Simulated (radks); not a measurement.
All-electron atom: the xenon ion Xe36+ in [Ar]. Method: scalar-relativistic Kohn-Sham, PBEsol, spin-polarised, spherical densities, finite nucleus; Fermi nuclear charge, rms radius 4.7859 fm; computed with a radial shooting solver on a logarithmic mesh with Libxc functionals. Some entries of the table are withheld. Estimate them.

| orbital | occ. | eigenvalue (Ry) | r(max) (bohr) |
|---|---|---|---|
| 1s | 2 | (1) | 0.01716 |
| 2s | 2 | -534.6495 | 0.09660 |
| 2p | 6 | -495.4174 | (2) |
| 3s | 2 | (3) | (4) |
| 3p | 6 | -186.9253 | (5) |

Answer. 
(1) 1s eigenvalue (Ry): -2670.022
(2) 2p r(max) (bohr): 0.07748
(3) 3s eigenvalue (Ry): -199.2941
(4) 3s r(max) (bohr): 0.2640
(5) 3p r(max) (bohr): 0.2549
